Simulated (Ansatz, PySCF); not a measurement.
CTe₂, SMILES [Te]=C=[Te]. Atoms are numbered in the order given.

```xyz
3

C      0.0000     0.0000     0.0000
Te     0.0000     0.0000    -1.9033
Te     0.0000     0.0000     1.9033
```

The structure is a stationary point at B3LYP-D3(BJ)/def2-TZVP. The def2 effective core potentials stand for the cores of Te; spin–orbit coupling is left out.

Two levels are set side by side: PBE-D3(BJ)/def2-TZVP (Ansatz, a program for electronic structure) and B3LYP-D3(BJ)/def2-TZVP (Ansatz). Each level has its own optimised geometry; the coordinates shown are those of the second. Frequencies come from the Hessian of PySCF at each geometry. Differences are taken from unrounded values.

| quantity | B3LYP-D3(BJ) | PBE-D3(BJ) | PBE-D3(BJ) minus B3LYP-D3(BJ) |
|---|---|---|---|
| mean bond length (Å) | 1.903 | 1.910 | 0.007 |
| bond C1–Te2 (Å) | 1.903 | 1.910 | 0.007 |
| bond C1–Te3 (Å) | 1.903 | 1.910 | 0.007 |
| highest harmonic wavenumber (cm⁻¹) | 1129 | 1122 | -7 |
| mean harmonic wavenumber (cm⁻¹) | 472 | 465 | -7 |
| zero-point energy (kcal/mol) | 2.70 | 2.66 | -0.04 |

Exact exchange shortens and stiffens bonds; PBE has none. Differences between two approximate levels are no errors against the true value.
